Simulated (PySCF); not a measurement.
Structure with atom numbers: `[CH2:1]1[CH2:2][C@H:3]2[CH2:4][CH2:5][C@@H:6]1[CH2:7][CH2:8]2`. Each H is labelled by its parent atom.

[PySCF 2.14: coordinates at the PBE0-D3(BJ)/def2-SVP level; GIAO PBE0/pcSseg-1 shieldings; no solvent model; non-relativistic; fast rotation and ring inversion assumed for equivalent nuclei; one conformer]

Q: Predict the 2D correlation tables (HSQC, COSY, HMBC).

A: 

HSQC (one-bond C–H):
```tsv
δH	δC
1.41 (H(C1)/H(C2)/H(C4)/H(C5)/H(C7)/H(C8))	28.5 (C1/C2/C4/C5/C7/C8)
1.16 (H(C3)/H(C6))	25.6 (C3/C6)
```

COSY cross peaks (H two or three bonds apart, from the bond graph; peaks can be absent where the dihedral angle is near 90°):
```tsv
δH	δH
1.41 (H(C1)/H(C2)/H(C4)/H(C5)/H(C7)/H(C8))	1.16 (H(C3)/H(C6))
```

HMBC (two and three bonds, from the bond graph):
```tsv
δH	δC
1.41 (H(C1)/H(C2)/H(C4)/H(C5)/H(C7)/H(C8))	28.5 (C1/C2/C4/C5/C7/C8), 25.6 (C3/C6)
1.16 (H(C3)/H(C6))	28.5 (C1/C2/C4/C5/C7/C8)
```

Scale: 1H (σref 31.27) and 13C (σref 184.41) vs TMS (reference shieldings calculated alike).

Shifts are as computed. Against solution values, carbons near 30 ppm lie about +2 ppm off and those near 130 ppm about +5 ppm. Of 1211 compounds with measured shifts, 218 miss one by over three times the rms of a fit or turn the order of signals round; such compounds aren't used in these exercises.
